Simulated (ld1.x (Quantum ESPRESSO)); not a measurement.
Before and after: ultrasoft potential for germanium

Ge, ultrasoft, made with ld1.x (Quantum ESPRESSO) 7.5 (PBE, scalar-relativistic). Core [Ar] 3d10, reference 4s2 4p2. Waves: 4s (bound): rcut 1.40, rcutus 1.95 bohr; 4s channel at 0.9 Ry: rcut 1.40, rcutus 1.95 bohr; 4p (bound): rcut 1.75, rcutus 2.20 bohr; 4p channel at 1 Ry: rcut 1.75, rcutus 2.20 bohr; 4d channel at 0.5 Ry: rcut 1.10, rcutus 1.55 bohr. Local part: all-electron potential smoothed inside 2.00 bohr (lloc = -1). Core correction: none. Augmentation charge: built from norm-conserving waves at rcut, not smoothed further.

All-electron outer shells of the reference configuration (PBE, scalar-relativistic, ld1.x):

```csv
shell,level (eV),outermost node (bohr),outermost maximum (bohr)
3p,-115.62,0.23,0.54
3d,-29.31,–,0.50
4s,-11.73,0.77,1.75
4p,-3.90,0.82,2.22
```

Change: core correction a·sin(br)/r model core inside 1.70 bohr.

Cutoffs: the cutoffs (Ry, on a coarse ladder) from which the occupation-weighted sum of valence levels, in a spherical-Bessel basis at the reference potential, stays within 10 and 1 mRy of its value at 400 Ry; they do not see the model core or the augmentation charge, which bear on the density cutoff. Errors are all-electron minus pseudo energies relative to the spin-unpolarised reference configuration.

**Question.** What does the change do?

**Answer.** The potential gets neither clearly harder nor softer (8 Ry and 15 Ry → 8 Ry and 15 Ry); of the 7 tests that both files solve, the error grows in 5 and shrinks in 2 by more than 15 % and 0.3 meV (median size 7.9 → 31.3 meV); neither file shows a bound ghost. A model core, the more so a compact one, raises the density cutoff, which this test does not measure.

| quantity | base | changed |
| --- | --- | --- |
| cutoff, loose | 8 Ry | 8 Ry |
| cutoff, tight | 15 Ry | 15 Ry |
| bound ghosts | none | none |
| error for 4s2 4p1, meV [ΔE 7.44 eV] | -3.3 | -6.8 |
| error for 4s2 4p0, meV [ΔE 22.88 eV] | -7.9 | -53 |
| error for 4s1 4p0, meV [ΔE 57.67 eV] | +71 | -268 |
| error for 4s1 4p3, meV [ΔE 7.97 eV] | +13 | -11 |
| error for 4s2 4p1.5, meV [ΔE 2.80 eV] | -0.8 | -1.3 |
| error for 4s0 4p4, meV [ΔE 16.20 eV] | +55 | -43 |
| error for 4s1 4p2, meV [ΔE 16.16 eV] | +4.6 | -31 |
| s: phases at 2.41 bohr within 0.05 rad from the reference energy up to (Ry; the scan ends near 5) | to the end of the scan | to the end of the scan |
| p: phases at 2.41 bohr within 0.05 rad from the reference energy up to (Ry; the scan ends near 5) | to the end of the scan | to the end of the scan |
| d: phases at 2.41 bohr within 0.05 rad from the reference energy up to (Ry; the scan ends near 5) | 0.8 | 0.8 |
| lowest overlap eigenvalue by channel | s 0.38, p 0.64, d 1.00 | s 0.38, p 0.64, d 1.00 |
